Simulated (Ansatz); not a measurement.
Relaxation of C2H9BN2 (14 atoms, charge 0, multiplicity 1), to a largest force component of 0.015 eV/Å in at most 40 steps.

All numbers below come from RKS PBE0-D4/STO-3G in Ansatz 0.2.0.

```xyz
14
Properties=species:S:1:pos:R:3:forces:R:3
C -1.613 0.882 0.597 -4.19 3.47 -0.33
N -0.211 1.081 0.555 4.57 0.10 0.97
B 0.419 -0.178 -0.014 -0.39 -0.75 -0.99
C 0.134 -1.628 0.700 3.44 2.69 0.52
N 1.172 -0.149 -1.343 -0.43 2.31 2.53
H -2.121 1.875 0.974 0.92 -2.10 -0.58
H -1.936 0.089 1.254 -0.81 -1.00 0.40
H -2.019 0.775 -0.448 0.28 -0.45 0.89
H 0.131 1.219 1.582 -0.58 -0.30 -1.53
H -0.906 -1.782 0.781 -1.68 -0.70 0.42
H 0.632 -1.498 1.717 -1.03 -0.75 -1.12
H 0.659 -2.396 0.134 -0.26 -0.53 0.16
H 2.137 -0.481 -1.125 0.06 -0.60 -0.67
H 0.693 -0.753 -2.013 0.10 -1.38 -0.67
```

Problem. Where does it end, and by what steps?

Solution. It converged. Limits of this set-up: minimal basis. After 20 steps the energy has fallen by 3.365 eV; H13 moved furthest, 2.21 Å.

```tsv
step	energy less start (eV)	largest force component (eV/Å)	accepted
0	0.0000	4.567	yes
1	-0.7150	1.537	yes
2	-0.9580	1.845	yes
3	-1.2479	2.082	yes
4	-1.5604	1.874	yes
5	-1.8306	2.142	yes
6	-2.0877	2.144	yes
7	-2.3306	1.642	yes
8	-2.5159	1.338	yes
9	-2.7048	0.963	yes
10	-2.8921	0.794	yes
11	-3.0386	0.866	yes
12	-3.1522	1.077	yes
13	-3.2728	0.632	yes
14	-3.3490	0.204	yes
15	-3.1503	2.078	no
16	-3.3637	0.060	yes
17	-3.3637	0.045	yes
18	-3.3646	0.081	yes
19	-3.3651	0.022	yes
20	-3.3651	0.004	yes
```

```xyz
14
Properties=species:S:1:pos:R:3
C -1.421 1.471 0.324
N -0.773 0.246 0.822
B 0.121 -0.618 0.147
C 0.682 -1.883 0.928
N 0.522 -0.384 -1.181
H -1.157 2.352 0.938
H -2.523 1.381 0.322
H -1.097 1.670 -0.707
H -1.040 0.027 1.798
H -0.131 -2.512 1.311
H 1.284 -1.582 1.795
H 1.315 -2.514 0.295
H 0.214 0.410 -1.764
H 1.174 -1.008 -1.677
```

Whether the end is a true minimum wasn't checked by a vibrational analysis.

The run took 42 s on 1 thread of AMD EPYC 7R43 64-Core Processor (Zen 3), on a shared host, peak memory 0.14 GiB.
